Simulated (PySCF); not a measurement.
## Working with the constants of CaAl

ROHF-CCSD(T) constants of CaAl, ²Π (doublet), unpaired electrons π ↑ (basis Ca def2-SVP, Al def2-SVP; no relativity; PySCF 2.14; masses 39.9626 and 26.9815 u):

| Item | Value |
| --- | --- |
| ωe | 148.6 cm⁻¹ |
| ωexe | 1.95 cm⁻¹ |
| Be | 0.09679 cm⁻¹ |
| αe | 0.00122 cm⁻¹ |
| D (centrifugal) | 1.64e-07 cm⁻¹ |
| De to Ca + Al | 0.326 eV |

Q: Give the vibrational terms G(v) and spacings up to v = 3.

A: G(v) = ωe(v+½) − ωexe(v+½)².

```
v  G(v) (cm⁻¹)  G(v) − G(v−1)  Bv (cm⁻¹)
0           74                   0.09618
1          219            145    0.09496
2          359            141    0.09374
3          496            137    0.09252
```

Q: How well does the Morse estimate ωe²/(4ωexe) reproduce De, and what is D0?

A: It gives 0.351 eV, 108 % of the computed De. D0 = De − G(0) = 0.326 − 0.009 = 0.317 eV.

Correlated steps freeze 10 core orbitals. The bond is weak. Basis-set superposition, not corrected here, can be much of De in a small basis, most of all at correlated wavefunction levels. The state was picked by a PBE0 search and need not be the measured ground state.
